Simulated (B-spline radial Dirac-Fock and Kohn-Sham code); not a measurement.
## Kohn-Sham estimates against Dirac-Fock for the levels of Pr³²⁺

System: praseodymium as Pr³²⁺ in the configuration [Ar] 3d9.

The density-functional columns are spherical, spin-unpolarised Dirac-Kohn-Sham results without Breit or QED terms: −ε is minus the orbital energy of the initial state and ΔSCF the difference of two total energies. The reference in the last column comes from multi-electron Dirac-Fock with separately optimised hole states, Breit and Lamb-shift corrections added in first order. All numbers are from a radial finite-basis atomic code, in eV; a selection of levels is shown. The Kohn-Sham columns are given as differences from the reference. For the 1s level of heavy atoms much of the gap between ΔSCF and the reference is the Breit and QED part, -165.0 eV here; for other levels the error of the functional can be larger.

```csv
level,LDA −ε − DF,LDA ΔSCF − DF,Dirac-Fock
1s,-284.3,+154.8,43295.0
2s,-150.8,-52.2,8105.9
2p1/2,-116.5,+2.1,7714.6
2p3/2,-121.6,-11.2,7235.0
3s,-76.1,-33.7,2671.7
3p1/2,-61.4,-17.4,2507.5
3p3/2,-61.0,-18.6,2404.9
3d,-46.3,+0.9,2121.4
```

Values without a named source are computed, but for edge energies of neutral atoms, which are taken from tables.
